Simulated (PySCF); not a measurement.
## Working out the excitation energy of V

V [Ar] 3d3 4s2 (4F) → V [Ar] 3d3 4s1 4p1 (high-spin determinant). Calculation: PySCF 2.14, in aug-cc-pVDZ; the non-relativistic Hamiltonian (point nucleus). Frozen: [Ar]. Energies in hartree (1 hartree = 27.21139 eV):

| part | V (lower) | V (upper) |
| --- | --- | --- |
| UHF | -942.889842 | -942.852128 |
| CCSD correlation | -0.065769 | -0.033045 |
| (T) | -0.001926 | -0.000634 |

What does Hartree-Fock give?

(-942.852128) − (-942.889842) = 0.037714 hartree = 1.026 eV.

What do CCSD and CCSD(T) give?

The CCSD correlation energies differ by 0.032724 hartree = 0.890 eV and the triples by 0.001292 hartree = 0.035 eV, so CCSD gives 1.916 eV and CCSD(T) 1.951 eV.

The calculation is non-relativistic.

One determinant mixes LS terms, so it does not stand for a single term.

A double-zeta basis recovers only part of the correlation energy.
